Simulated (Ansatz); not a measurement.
The same ligand exchange along the group C, Si, Ge, Sn.

Gas-phase electronic energies from Ansatz, PBE0-D4/def2-TZVP geometries. CBS: MP2 limit from def2 TZ/QZ plus the TZ coupled-cluster correction, frozen cores. This one scheme is used for every species. Functionals use def2-TZVPP. B3LYP here is the variant with VWN-RPA as its local correlation; programs differ in this. Elements past krypton have def2 core potentials. For Ge, Sn outer-core shells are correlated without core-valence functions, which leaves a few kJ/mol of doubt a bond. Scalar relativity is left out up to krypton.

| reaction | B3LYP-D4 (kcal/mol) | PBE-D4 (kcal/mol) | CCSD(T)/def2-SVP (kcal/mol) | revPBE-D4 (kcal/mol) | CCSD(T)/CBS(def2) (kcal/mol) |
| --- | --- | --- | --- | --- | --- |
| `CC` + NH₃ → CH₃NH₂ + CH₄ | 7.3 | 7.6 | 6.8 | 7.5 | 8.5 |
| `[SiH3][SiH3]` + NH₃ → `N[SiH3]` + SiH₄ | -9.4 | -5.0 | -9.4 | -5.4 | -9.3 |
| `[GeH3][GeH3]` + NH₃ → `[NH2][GeH3]` + GeH₄ | 9.0 | 10.7 | 6.0 | 9.8 | 9.0 |
| `[SnH3][SnH3]` + NH₃ → `[NH2][SnH3]` + `[SnH4]` | 19.4 | 20.2 | 19.0 | 18.9 | 20.3 |

Largest T1 diagnostic: 0.013, for `[SnH4]`.
